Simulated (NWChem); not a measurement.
System: CH$_{4}$Al cation; SMILES [CH3][AlH+]

Program: NWChem. Coordinates come from a PBE0-D3(BJ)/def2-TZVP optimisation. Total energies compare along this basis series because the functional is fixed.

| level | basis functions | energy (Ha) | highest occupied level (eV) | orbital gap (eV) |
|---|---|---|---|---|
| PBE/pcseg-1 | 52 | -282.4246 | -13.79 | 5.58 |
| PBE/aug-pcseg-1 | 86 | -282.4276 | -13.76 | 5.57 |
| PBE/pcseg-2 | 120 | -282.4721 | -13.71 | 5.59 |
| PBE/STO-3G | 18 | -279.1272 | -12.57 | 7.68 |
| PBE/def2-SVP | 52 | -282.3334 | -13.74 | 5.60 |
